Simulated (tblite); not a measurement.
Compound: C₄H₇FO₂Si.
Numbering: `[CH3:1][O:2][C@H:3]1[CH:4]=[C:5]([F:6])[SiH2:7][O:8]1` (hydrogens: H9, H10, H11 on C1; H12 on C3; H13 on C4; H14, H15 on Si7)

A start from a force field or distance geometry was refined with tblite, GFN2-xTB geometry optimisation, gas phase. Values at the start:

```tsv
coordinate	start
C1–O2	1.428 Å
C1–H9	1.093 Å
O2–C3	1.402 Å
C3–C4	1.513 Å
C3–O8	1.454 Å
C3–H12	1.096 Å
C4=C5	1.333 Å
C4–H13	1.090 Å
C5–F6	1.341 Å
C5–Si7	1.826 Å
Si7–O8	1.688 Å
Si7–H14	1.482 Å
Si7–H15	1.483 Å
C1–O2–C3	112.5°
O2–C3–C4	108.0°
C3–C4–C5	115.8°
C3–O8–Si7	110.9°
C4–C5–F6	124.8°
C4–C5–Si7	108.2°
C5–Si7–O8	95.1°
F6–C5–Si7	127.0°
C1–O2–C3–C4	171°
O2–C3–C4–C5	121°
O2–C3–O8–Si7	-120°
C5–Si7–O8–C3	1°
```

Q: How do these coordinates change at the GFN2-xTB level?

A: 
| coordinate | GFN2-xTB (Å or °) | change |
| --- | --- | --- |
| C5–Si7 | 1.893 | +0.067 |
| Si7–O8 | 1.637 | -0.051 |
| C3–O8 | 1.408 | -0.046 |
| Si7–H15 | 1.456 | -0.027 |
| Si7–H14 | 1.457 | -0.025 |
| C4–H13 | 1.076 | -0.014 |
| C1–O2 | 1.414 | -0.014 |
| O2–C3 | 1.388 | -0.014 |
| C3–C4 | 1.501 | -0.012 |
| C3–H12 | 1.108 | +0.012 |
| C4=C5 | 1.326 | -0.007 |
| C5–F6 | 1.344 | +0.003 |
| C1–H9 | 1.093 | 0.000 |
| C3–O8–Si7 | 116.4 | +5.5 |
| C5–Si7–O8 | 90.3 | -4.8 |
| C3–C4–C5 | 113.6 | -2.2 |
| C4–C5–F6 | 122.8 | -2.0 |
| C1–O2–C3 | 114.1 | +1.6 |
| C4–C5–Si7 | 109.5 | +1.3 |
| F6–C5–Si7 | 127.7 | +0.7 |
| O2–C3–C4 | 108.5 | +0.5 |
| O2–C3–O8–Si7 | -112 | +8 |
| C5–Si7–O8–C3 | -6 | -7 |
| O2–C3–C4–C5 | 116 | -5 |
| C1–O2–C3–C4 | 176 | +5 |

The energy falls by 0.223 eV over 49 L-BFGS steps, the largest force on an atom goes from 2.39 to 0.008 eV/Å, and the atoms move by 0.119 Å rms after alignment. The bond that changes most is C5–Si7 (vinylic C–F carbon to oxygen-bound silicon), which lengthens by 0.067 Å. Bonds longer at the end by more than 0.005 Å: 3 of 15; shorter: 9. Among the dihedrals that turn most is H12–C3–O8–Si7, from 118° to 128°. Rotational constants go from 3424, 1147, 911.2 to 3301, 1195, 942.3 MHz.

Its GFN2-xTB frequencies are all real (lowest 72 cm⁻¹). One conformer, not necessarily the lowest.

These are computed values.
